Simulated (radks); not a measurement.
Results of a calculation; reference values are marked as such.
Problem. Os IV, configuration [Xe] 4f14 5d5. Level of theory: scalar-relativistic Kohn-Sham, Slater X-alpha with alpha = 0.886, spin-polarised, spherical densities, finite nucleus; open shells are filled with parallel spins first (spin-orbit coupling, left out, can overturn this in heavy ions); Fermi nuclear charge, rms radius 5.4126 fm (a radial shooting solver on a logarithmic mesh with Libxc functionals). Some entries of the table are withheld. Estimate them.

| orbital | occ. | eigenvalue (eV) | <r^2> (bohr^2) |
|---|---|---|---|
| 1s down | 1 | -74070.31 | 0.0004330 |
| 1s up | 1 | -74070.29 | 0.0004330 |
| 2s up | 1 | -12966.73 | 0.006621 |
| 2s down | 1 | -12966.30 | 0.006621 |
| 2p up | 3 | -11313.26 | 0.005506 |
| 2p down | 3 | -11312.90 | 0.005506 |
| 3s up | 1 | -3052.532 | 0.04278 |
| 3s down | 1 | -3052.355 | 0.04277 |
| 3p up | 3 | -2565.872 | 0.04359 |
| 3p down | 3 | -2565.682 | 0.04358 |
| 3d up | 5 | -2020.793 | 0.03604 |
| 3d down | 5 | -2020.492 | 0.03605 |
| 4s up | 1 | -674.3900 | 0.2089 |
| 4s down | 1 | -673.9757 | 0.2088 |
| 4p up | 3 | -514.1321 | 0.2376 |
| 4p down | 3 | -513.7062 | 0.2374 |
| 4d up | 5 | -314.5296 | 0.2728 |
| 4d down | 5 | -313.9971 | 0.2721 |
| 5s up | 1 | (1) | 1.116 |
| 5s down | 1 | (2) | 1.091 |
| 4f up | 7 | -91.7271 | 0.3688 |
| 4f down | 7 | -90.8193 | 0.3596 |
| 5p up | 3 | -87.5432 | 1.488 |
| 5p down | 3 | -82.5425 | 1.447 |
| 5d up | 5 | -40.1988 | 2.751 |
| 5d down | 0 | -33.9695 | 2.759 |

Solution. 
(1) 5s up eigenvalue (eV): -128.7947
(2) 5s down eigenvalue (eV): -124.8127
